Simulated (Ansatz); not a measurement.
Two isomers of C2H10AlNSi: A = `C[SiH2][N](C)[AlH2]`, B = `[CH3][AlH][NH]C[SiH3]`.

Program: Ansatz. Geometries: PBE0-D4/def2-TZVP. ΔE: electronic, gas phase. CBS: MP2 limit from def2 TZ/QZ plus the TZ coupled-cluster correction, frozen cores. Functionals use def2-TZVPP. B3LYP here is the variant with VWN-RPA as its local correlation; programs differ in this. Each species was taken in one conformer, which may not be the lowest.

(1) Which isomer does CCSD(T)/CBS put lower? Give the gap. (An estimate is asked.)

(2) Give E(B) − E(A) in kJ/mol with r2SCAN-D4, B2PLYP, CCSD(T)/def2-TZVPP, B3LYP, PBE0-D4, B3LYP-D4, ωB97M-V. (An estimate is asked.)

Largest T1 diagnostic: 0.012.

Answers

(1) Computed: A, by 65.3 kJ/mol.

(2) The calculation gave: r2SCAN-D4 61.1, B2PLYP 61.8, CCSD(T)/def2-TZVPP 65.7, B3LYP 55.7, PBE0-D4 59.5, B3LYP-D4 62.5, ωB97M-V 63.5. None reverses the order clearly.

The D4 term adds +6.7 kJ/mol with B3LYP and +3.6 kJ/mol with PBE0; it sums over pairs of atoms, weighted by their polarisabilities, and B3LYP, whose exchange is more repulsive, gets the larger term. From PBE to PBE0 (25 % exact exchange), in def2-TZVPP and without D4, E(B) − E(A) moves by +5.7 kJ/mol.
